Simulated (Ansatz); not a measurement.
Os(OH)2 (H2O2Os), SMILES [OH][Os][OH] (connectivity only; charge and spin as stated), neutral, multiplicity 3. Atoms are numbered in the order given.

```xyz
5

Os     0.0000     0.0000    -0.0580
O     -1.8380    -0.0044    -0.0616
H     -2.3908    -0.0058     0.7260
O      1.8380     0.0044    -0.0616
H      2.3908     0.0058     0.7260
```
Charge 0, spin multiplicity 3.

The structure is a stationary point at PBE0-D3(BJ)/def2-TZVP. The spin state was assumed, not searched. The def2 effective core potentials stand for the cores of Os; spin–orbit coupling is left out. The values are those of a single conformer.

Two levels are set side by side: PBE-D3(BJ)/def2-TZVP (Ansatz, a first-principles code) and PBE0-D3(BJ)/def2-TZVP (Ansatz). Each level has its own optimised geometry; the coordinates shown are those of the second. Differences are taken from unrounded values.

```json
[
 {"quantity": "mean bond length (Å)", "PBE0-D3(BJ)": "1.400", "PBE-D3(BJ)": "1.414", "PBE-D3(BJ) minus PBE0-D3(BJ)": "0.014"},
 {"quantity": "bond Os1–O2 (Å)", "PBE0-D3(BJ)": "1.838", "PBE-D3(BJ)": "1.852", "PBE-D3(BJ) minus PBE0-D3(BJ)": "0.014"},
 {"quantity": "bond Os1–O4 (Å)", "PBE0-D3(BJ)": "1.838", "PBE-D3(BJ)": "1.852", "PBE-D3(BJ) minus PBE0-D3(BJ)": "0.014"},
 {"quantity": "bond O2–H3 (Å)", "PBE0-D3(BJ)": "0.962", "PBE-D3(BJ)": "0.976", "PBE-D3(BJ) minus PBE0-D3(BJ)": "0.013"},
 {"quantity": "bond O4–H5 (Å)", "PBE0-D3(BJ)": "0.962", "PBE-D3(BJ)": "0.976", "PBE-D3(BJ) minus PBE0-D3(BJ)": "0.013"}
]
```

Exact exchange shortens and stiffens bonds; PBE has none. Differences between two approximate levels are no errors against the true value.
